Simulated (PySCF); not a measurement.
CAuClO, singlet, at a GFN2-xTB geometry (such geometries of metal compounds can be far from the true shape) (core potentials on Au). Base run: PBE0/def2-SVP (PySCF).

Here is a job for PySCF.
```python
from pyscf import gto, scf, dft, solvent

mol = gto.Mole()
mol.atom = '''
    Au    0.00634769   -0.01773416    0.00892260
    Cl   -0.21206634    1.59205793   -1.43246823
    O     0.25702486   -2.18252606    2.02321220
    C     0.17457695   -1.36729628    1.24356278
'''
mol.basis = 'def2-svp'
mol.ecp = {'Au': 'def2-svp'}
mol.verbose = 4
mol.build()

mf = dft.RKS(mol)
mf.xc = 'pbe0'
mf.kernel()
```

The base run was repeated with changes; each row names its change, and settings that it needs were set with it.

```json
[
 {"change": "base", "ΔE vs base (kJ/mol)": "0.00", "dipole (D)": "3.43", "HOMO-LUMO gap (eV)": "6.03"},
 {"change": "model = IEF-PCM; solvent = 2-propanol; lebedev_order = 11", "ΔE vs base (kJ/mol)": "-20.51", "dipole (D)": "4.58", "HOMO-LUMO gap (eV)": "6.61"},
 {"change": "model = IEF-PCM; solvent = toluene", "ΔE vs base (kJ/mol)": "…", "dipole (D)": "…", "HOMO-LUMO gap (eV)": "…"},
 {"change": "model = ddCOSMO; solvent = 2-propanol", "ΔE vs base (kJ/mol)": "-21.52", "dipole (D)": "4.47", "HOMO-LUMO gap (eV)": "6.58"},
 {"change": "model = IEF-PCM; solvent = 2-propanol; lebedev_order = 41", "ΔE vs base (kJ/mol)": "-20.38", "dipole (D)": "4.60", "HOMO-LUMO gap (eV)": "6.62"},
 {"change": "model = IEF-PCM; solvent = 2-propanol; vdw_scale = 1.0", "ΔE vs base (kJ/mol)": "-45.6", "dipole (D)": "4.94", "HOMO-LUMO gap (eV)": "6.91"},
 {"change": "model = IEF-PCM; solvent = dimethylsulfoxide", "ΔE vs base (kJ/mol)": "-21.44", "dipole (D)": "4.65", "HOMO-LUMO gap (eV)": "6.65"},
 {"change": "model = SS(V)PE; solvent = 2-propanol", "ΔE vs base (kJ/mol)": "…", "dipole (D)": "…", "HOMO-LUMO gap (eV)": "6.62"},
 {"change": "model = IEF-PCM; solvent = 2-propanol; r_probe = 0.5", "ΔE vs base (kJ/mol)": "…", "dipole (D)": "…", "HOMO-LUMO gap (eV)": "…"},
 {"change": "model = IEF-PCM; solvent = 2-propanol; vdw_scale = 1.1", "ΔE vs base (kJ/mol)": "-29.1", "dipole (D)": "4.78", "HOMO-LUMO gap (eV)": "6.76"},
 {"change": "model = IEF-PCM; solvent = acetonitrile", "ΔE vs base (kJ/mol)": "-21.21", "dipole (D)": "4.64", "HOMO-LUMO gap (eV)": "6.65"},
 {"change": "model = C-PCM; solvent = 2-propanol", "ΔE vs base (kJ/mol)": "-20.74", "dipole (D)": "4.61", "HOMO-LUMO gap (eV)": "6.63"}
]
```

Question: Complete the blanks.

Answer: 
- model = IEF-PCM; solvent = toluene, ΔE vs base (kJ/mol): -10.30
- model = IEF-PCM; solvent = toluene, dipole (D): 4.04
- model = IEF-PCM; solvent = toluene, HOMO-LUMO gap (eV): 6.33
- model = SS(V)PE; solvent = 2-propanol, ΔE vs base (kJ/mol): -20.23
- model = SS(V)PE; solvent = 2-propanol, dipole (D): 4.59
- model = IEF-PCM; solvent = 2-propanol; r_probe = 0.5, ΔE vs base (kJ/mol): -9.65
- model = IEF-PCM; solvent = 2-propanol; r_probe = 0.5, dipole (D): 4.17
- model = IEF-PCM; solvent = 2-propanol; r_probe = 0.5, HOMO-LUMO gap (eV): 6.37

The base is the gas phase, so ΔE is the electrostatic part of solvation at a fixed geometry, without cavity and dispersion terms.
